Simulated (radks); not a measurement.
Excited configurations of Os3+: one electron is placed in a higher orbital outside [Xe] 4f14 5d4. The ground configuration is [Xe] 4f14 5d5. Calculated with a radial shooting solver on a logarithmic mesh with Libxc functionals: scalar-relativistic Kohn-Sham, SCAN, spin-polarised, spherical densities, finite nucleus; open shells are filled with parallel spins first (spin-orbit coupling, left out, can overturn this in heavy ions); meta-GGA in the generalised Kohn-Sham scheme; Fermi nuclear charge, rms radius 5.4126 fm. Excitation = E - E(ground); binding = E(ion) - E, where the ion is the core of charge +4; n* = 4/sqrt(2 binding) in atomic units, and the quantum defect is n - n*.

| outer orbital | excitation (eV) | binding (eV) | n* | quantum defect | eigenvalue (eV) | <r> (bohr) |
|---|---|---|---|---|---|---|
| 5f | 28.198 | 15.045 | 3.804 | 1.196 | -12.405 | 3.742 |
| 6p | 15.274 | 27.968 | 2.790 | 3.210 | -24.740 | 2.840 |
| 6d | 25.513 | 17.729 | 3.504 | 2.496 | -15.423 | 4.032 |
| 6f | 33.433 | 9.809 | 4.711 | 1.289 | -8.476 | 6.856 |
| 7d | 32.561 | 10.681 | 4.514 | 2.486 | -9.467 | 7.094 |
| 7f | 36.457 | 6.785 | 5.664 | 1.336 | -5.976 | 10.69 |

The Delta-SCF ionisation energy is 43.242 eV (NIST Atomic Spectra Database: 41 eV, theoretical). Self-interaction in the functional shifts the binding energies and quantum defects, so they are the method's values and not measured ones. Open shells are spherical and high-spin; term and fine-structure splittings are not resolved. Spin-orbit splitting is averaged out at the scalar-relativistic level.
